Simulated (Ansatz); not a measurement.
C2H7FSi, SMILES `FCC[SiH3]`, relaxed with RKS PBE-D4/def2-SVP in Ansatz from a rough embedded geometry. The force threshold is 0.03 eV/Å; the program also tests the step.

Total charge 0; spin multiplicity 1.

Start:

```xyz
11

F    -1.814   -0.490   -0.786
C    -0.558   -0.704   -1.086
C     0.239    0.410   -0.453
Si    0.445    0.352    1.340
H    -0.238   -1.700   -0.725
H    -0.487   -0.699   -2.186
H     1.298    0.374   -0.909
H    -0.142    1.355   -0.796
H    -0.965    0.540    1.975
H     0.968   -0.912    1.788
H     1.254    1.474    1.837
```

Problem. How much energy does the relaxation release, and in how many steps? (Best estimate.)

Solution. Ansatz gave: 0.46 eV, in 8 steps, 1 of them rejected.

Problem. Which bonds change most? (Estimate.)

Solution. The calculation gave: C3–Si4 from 1.806 to 1.907 Å; F1–C2 from 1.309 to 1.394 Å; Si4–H10 from 1.439 to 1.505 Å; Si4–H9 from 1.557 to 1.501 Å.

Problem. Give the relaxed structure. (Estimate.)

Solution. Computed: 
```xyz
11

F    -1.740   -0.834   -0.477
C    -0.509   -0.720   -1.122
C     0.292    0.428   -0.525
Si    0.331    0.400    1.382
H     0.035   -1.685   -1.001
H    -0.706   -0.570   -2.208
H     1.336    0.387   -0.903
H    -0.124    1.407   -0.847
H    -0.979    0.832    1.973
H     0.662   -0.986    1.866
H     1.402    1.343    1.861
```
